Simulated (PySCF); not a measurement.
## Orbital levels and atomic charges: C17H20

System: C17H20 (one of a series of oligomers), SMILES c1ccc(CCCCCc2ccccc2)cc1.

Cartesian coordinates (Å):
```
  1 C    -5.938    0.146    0.517
  2 C    -5.519   -0.414   -0.678
  3 C    -4.195   -0.778   -0.847
  4 C    -3.271   -0.591    0.174
  5 C    -1.831   -0.974   -0.014
  6 C    -1.017    0.197   -0.576
  7 C     0.449   -0.175   -0.781
  8 C     1.249    0.997   -1.344
  9 C     2.701    0.616   -1.654
 10 C     3.487    0.299   -0.412
 11 C     3.858    1.320    0.457
 12 C     4.599    1.049    1.592
 13 C     4.983   -0.251    1.876
 14 C     4.609   -1.276    1.026
 15 C     3.863   -1.002   -0.108
 16 C    -3.700   -0.017    1.364
 17 C    -5.024    0.348    1.536
 18 H    -6.973    0.424    0.652
 19 H    -6.227   -0.573   -1.478
 20 H    -3.873   -1.218   -1.781
 21 H    -1.759   -1.819   -0.704
 22 H    -1.400   -1.277    0.943
 23 H    -1.087    1.044    0.110
 24 H    -1.453    0.506   -1.530
 25 H     0.515   -1.021   -1.470
 26 H     0.885   -0.487    0.171
 27 H     1.235    1.821   -0.628
 28 H     0.771    1.345   -2.264
 29 H     3.179    1.453   -2.170
 30 H     2.708   -0.243   -2.328
 31 H     3.569    2.337    0.234
 32 H     4.885    1.855    2.252
 33 H     5.574   -0.462    2.755
 34 H     4.905   -2.293    1.242
 35 H     3.575   -1.809   -0.768
 36 H    -2.990    0.138    2.164
 37 H    -5.343    0.786    2.471
```

Method: PBE0/6-31G*, gas phase, PySCF, fitting set def2-universal-JFIT up to Ne and JKFIT beyond, grid level 1.

Question: Give the orbital energies near the gap.

Answer: 
```json
{"orbital": "HOMO-4", "eV": "-8.69"}
{"orbital": "HOMO-3", "eV": "-7.00"}
{"orbital": "HOMO-2", "eV": "-6.93"}
{"orbital": "HOMO-1", "eV": "-6.75"}
{"orbital": "HOMO", "eV": "-6.61"}
{"orbital": "LUMO", "eV": "0.26"}
{"orbital": "LUMO+1", "eV": "0.35"}
{"orbital": "LUMO+2", "eV": "0.37"}
{"orbital": "LUMO+3", "eV": "0.41"}
```

Question: Give the partial charges of the non-hydrogen atoms.

Answer: 
```
atom  Mulliken    IAO  Hirshfeld
  C1     -0.17  -0.16      -0.05
  C2     -0.17  -0.15      -0.05
  C3     -0.20  -0.16      -0.05
  C4      0.14   0.02       0.01
  C5     -0.41  -0.26      -0.05
  C6     -0.32  -0.24      -0.06
  C7     -0.32  -0.25      -0.06
  C8     -0.32  -0.24      -0.05
  C9     -0.41  -0.26      -0.05
 C10      0.14   0.01       0.01
 C11     -0.20  -0.16      -0.05
 C12     -0.17  -0.14      -0.05
 C13     -0.17  -0.15      -0.05
 C14     -0.17  -0.15      -0.05
 C15     -0.21  -0.16      -0.05
 C16     -0.20  -0.16      -0.05
 C17     -0.17  -0.15      -0.05
```
